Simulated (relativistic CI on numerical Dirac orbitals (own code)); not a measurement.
Zn VI: q coefficients and field-shift factors

Method of calculation: Dirac-Coulomb-Breit CI, orbitals from a KLI potential per configuration, valence Slater integrals scaled by 0.85, P86 correlation energy added to each configuration, derivatives by finite differences, QED left out (own radial code, finite nucleus).

CI space (outside the closed core [Ne]): 3s2 3p6 3d7, 3s2 3p6 3d6 4s, 3s2 3p6 3d6 4p, 3s2 3p5 3d8, 3s2 3p6 3d6 4d, 3s2 3p4 3d9, 3s 3p6 3d8, 3s2 3p6 3d5 4s2. Levels of other configurations are missing.

With x = (α/α₀)² − 1 an excitation energy changes as ω = ω₀ + qx; K = 2q/ω₀ is the relative enhancement. Terms are leading LS components, so labels can repeat. The field-shift factor is F = δν/δ⟨r²⟩ for the transition from the lowest level.

Lowest level 3s2 3p6 3d7 4F_9/2.

```csv
Level,ω₀ (cm⁻¹),q (cm⁻¹),F (GHz/fm²)
3s2 3p6 3d7 4F_7/2,2091,2170,0.0111
3s2 3p6 3d7 4F_5/2,3536,3502,0.0181
3s2 3p6 3d7 4F_3/2,4494,4327,0.0225
3s2 3p6 3d7 4P_5/2,21790,1345,0.0346
3s2 3p6 3d7 4P_3/2,21797,491.8,0.027
3s2 3p6 3d7 4P_1/2,23126,2435,0.039
3s2 3p6 3d7 2G_9/2,23411,977.4,0.0317
3s2 3p6 3d7 2G_7/2,25359,3030,0.0419
3s2 3p6 3d7 2P_3/2,27436,2249,0.0286
3s2 3p6 3d7 2P_1/2,29150,3954,0.0319
3s2 3p6 3d7 2D_5/2,30953,1820,0.0424
3s2 3p6 3d7 2H_11/2,32486,1314,0.0522
3s2 3p6 3d7 2D_3/2,34216,5683,0.0583
```

At this charge configurations can still be misplaced by up to about 7 % of their energy.

(1) Which transition from the lowest level has the largest |K|?

## Answers

(1) 3s2 3p6 3d7 4F_7/2 at 2091 cm⁻¹, K = 2.08.
